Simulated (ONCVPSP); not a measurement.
## An all-electron radial function and its pseudo partner (Ar)

Columns: radius, all-electron u(r) and pseudo u(r) of the 2p shell (level -236.42 eV) of argon in the configuration [He] 2s2 2p6 3s2 3p5.5; PBE, non-relativistic, ONCV scheme, ONCVPSP 4.0.1.

```
r (bohr)  all-electron  pseudo
   0.040        0.2066  0.0728
   0.080        0.5894  0.2771
   0.120        0.9584  0.5737
   0.160        1.2458  0.9087
   0.200        1.4381  1.2261
   0.240        1.5429  1.4796
   0.280        1.5747  1.6382
   0.320        1.5526  1.6963
   0.360        1.4922  1.6650
   0.400        1.4057  1.5658
   0.440        1.3043  1.4284
   0.480        1.1953  1.2767
   0.520        1.0845  1.1289
   0.560        0.9757  0.9949
   0.600        0.8718  0.8775
   0.640        0.7744  0.7753
   0.680        0.6844  0.6844
   0.720        0.6023  0.6023
   0.760        0.5282  0.5282
   0.800        0.4619  0.4619
   0.840        0.4028  0.4028
   0.880        0.3505  0.3505
   0.920        0.3044  0.3044
   0.960        0.2637  0.2637
   1.000        0.2282  0.2282
   1.040        0.1971  0.1971
```

(1) How many radial nodes do the two functions have?

(2) At about which radius was the pseudo-wave matched?

(3) Is the pseudo-wave norm-conserving?

Answers

(1) The all-electron 2p function has n − l − 1 = 0; the pseudo-wave has 0.

(2) 0.70 bohr, where the columns begin to agree (steps of 0.04 bohr).

(3) Yes: the ONCV scheme keeps the norm inside the radius equal to the all-electron one, which fixes the energy derivative of the logarithmic derivative at the level.
